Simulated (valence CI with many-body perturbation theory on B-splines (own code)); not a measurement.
# Level structure of Ho27+

Calculated by configuration interaction combined with many-body perturbation theory (CI+MBPT): four valence electrons over a frozen Dirac-Fock core [Kr], radial functions for each j: 7 s, 7 p, 8 d, 6 f, 4 g, 1 h, with the one-electron correlation potential Σ1, the two-electron term Σ2, the three-electron term Σ3, Breit, model QED; selected CI, second order for the rest, scaled by the run's own slope (own B-spline code, finite nucleus).

No measured spectrum was set against this ion. As an estimate, large intervals hold to a few tenths of a per cent, small ones and those within an open d or f shell to about a per cent. The list stops below the first excitations out of the core.

Levels 1 to 34 of 34, with energies above the lowest level, (4d3/2^4) J=0. "Leading %" is the weight of the configuration and term that name the level; weights of strongly mixed levels are sums over their largest components and can fall short. In the jj column 3d3/2^4 stands for four electrons in 3d with j = 3/2. Lifetimes count E1, E2, E3, M1 and M2 decay at the calculated energies, and are blank where another channel may lead or the interval is too uncertain; long ones can be off by a factor of two.

| No. | Configuration | Term | J | E (cm⁻¹) | Leading % | Lifetime | Second component | Leading jj |
| --- | --- | --- | --- | --- | --- | --- | --- | --- |
| 1 | 4d⁴ | ³P | 0 | 0 | 54 |  | 36 % 4d⁴ ⁵D | 4d3/2^4 (95 %) |
| 2 | 4d⁴ | ⁵D | 1 | 58138 | 68 | 174 μs | 32 % 4d⁴ ³P | 4d3/2^3 4d5/2 (95 %) |
| 3 | 4d⁴ | ⁵D | 2 | 86752 | 63 | 1.42 ms | 10 % 4d⁴ ³D | 4d3/2^3 4d5/2 (72 %) |
| 4 | 4d⁴ | ³F | 4 | 91710 | 30 |  | 21 % 4d⁴ ³H | 4d3/2^3 4d5/2 (94 %) |
| 5 | 4d⁴ | ⁵D | 3 | 98123 | 41 | 27.0 ms | 24 % 4d⁴ ³F | 4d3/2^3 4d5/2 (77 %) |
| 6 | 4d⁴ | ⁵D | 0 | 142290 | 59 | 42.6 μs | 21 % 4d⁴ ³P | 4d3/2^2 4d5/2^2 (93 %) |
| 7 | 4d⁴ | ⁵D | 4 | 148970 | 42 | 162 μs | 40 % 4d⁴ ³H | 4d3/2^2 4d5/2^2 (91 %) |
| 8 | 4d⁴ | ³F | 2 | 152000 | 32 | 75.1 μs | 27 % 4d⁴ ⁵D | 4d3/2^2 4d5/2^2 (77 %) |
| 9 | 4d⁴ | ³G | 3 | 154430 | 46 | 141 μs | 38 % 4d⁴ ⁵D | 4d3/2^2 4d5/2^2 (77 %) |
| 10 | 4d⁴ | ³H | 5 | 166630 | 69 | 268 μs | 30 % 4d⁴ ³G | 4d3/2^2 4d5/2^2 (99 %) |
| 11 | 4d⁴ | ³P | 1 | 172830 | 51 | 93.9 μs | 31 % 4d⁴ ³D | 4d3/2^2 4d5/2^2 (89 %) |
| 12 | 4d⁴ | ³H | 6 | 175630 | 55 | 151 ms | 45 % 4d⁴ ¹I | 4d3/2^2 4d5/2^2 (98 %) |
| 13 | 4d⁴ | ³G | 4 | 186120 | 60 | 567 μs | 34 % 4d⁴ ¹G | 4d3/2^2 4d5/2^2 (95 %) |
| 14 | 4d⁴ | ³F | 3 | 187490 | 42 | 164 μs | 32 % 4d⁴ ³D | 4d3/2^2 4d5/2^2 (90 %) |
| 15 | 4d⁴ | ³D | 2 | 188960 | 37 | 424 μs | 30 % 4d⁴ ³P | 4d3/2^2 4d5/2^2 (93 %) |
| 16 | 4d⁴ | ³F | 2 | 220190 | 41 | 61.4 μs | 30 % 4d⁴ ³P | 4d3/2^2 4d5/2^2 (85 %) |
| 17 | 4d⁴ | ³F | 4 | 221230 | 49 | 91.9 μs | 27 % 4d⁴ ⁵D | 4d3/2^2 4d5/2^2 (48 %) |
| 18 | 4d⁴ | ³F | 3 | 239260 | 47 | 45.3 μs | 18 % 4d⁴ ⁵D | 4d3/2 4d5/2^3 (91 %) |
| 19 | 4d⁴ | ³F | 4 | 246400 | 38 | 75.0 μs | 37 % 4d⁴ ¹G | 4d3/2^2 4d5/2^2 (53 %) |
| 20 | 4d⁴ | ³D | 1 | 251880 | 64 | 33.6 μs | 23 % 4d⁴ ³P | 4d3/2 4d5/2^3 (92 %) |
| 21 | 4d⁴ | ³G | 5 | 252560 | 69 | 98.3 μs | 30 % 4d⁴ ³H | 4d3/2 4d5/2^3 (99 %) |
| 22 | 4d⁴ | ³P | 2 | 254860 | 53 | 384 μs | 23 % 4d⁴ ¹D | 4d3/2^2 4d5/2^2 (76 %) |
| 23 | 4d⁴ | ¹I | 6 | 256790 | 55 | 107 μs | 45 % 4d⁴ ³H | 4d3/2 4d5/2^3 (98 %) |
| 24 | 4d⁴ | ³P | 0 | 270390 | 52 |  | 46 % 4d⁴ ¹S | 4d3/2 4d5/2^3 (72 %) |
| 25 | 4d⁴ | ³F | 2 | 276040 | 57 | 48.7 μs | 36 % 4d⁴ ³P | 4d3/2 4d5/2^3 (76 %) |
| 26 | 4d⁴ | ¹F | 3 | 279690 | 40 |  | 33 % 4d⁴ ³D | 4d3/2 4d5/2^3 (94 %) |
| 27 | 4d⁴ | ³F | 3 | 313710 | 68 |  | 29 % 4d⁴ ¹F | 4d3/2 4d5/2^3 (99 %) |
| 28 | 4d⁴ | ³P | 1 | 314320 | 93 | 51.3 μs | 5 % 4d⁴ ³D | 4d3/2 4d5/2^3 (96 %) |
| 29 | 4d⁴ | ¹S | 0 | 314410 | 57 |  | 39 % 4d⁴ ³P | 4d3/2^2 4d5/2^2 (59 %) |
| 30 | 4d⁴ | ¹G | 4 | 319470 | 76 |  | 17 % 4d⁴ ³F | 4d3/2 4d5/2^3 (87 %) |
| 31 | 4d⁴ | ¹D | 2 | 325520 | 62 | 62.8 μs | 25 % 4d⁴ ³P | 4d3/2 4d5/2^3 (60 %) |
| 32 | 4d⁴ | ³F | 4 | 343840 | 52 | 30.6 μs | 21 % 4d⁴ ¹G | 4d5/2^4 (88 %) |
| 33 | 4d⁴ | ¹D | 2 | 377960 | 55 | 29.9 μs | 19 % 4d⁴ ³D | 4d5/2^4 (67 %) |
| 34 | 4d⁴ | ¹S | 0 | 445460 | 65 | 19.0 μs | 33 % 4d⁴ ³P | 4d5/2^4 (74 %) |

The ionisation energy to 4d³ ⁴F3/2 of the next ion comes out as 985.9 eV (NIST: 985 ± 4 eV (theoretical)). All 34 levels together are meant to be complete up to 834380 cm⁻¹.
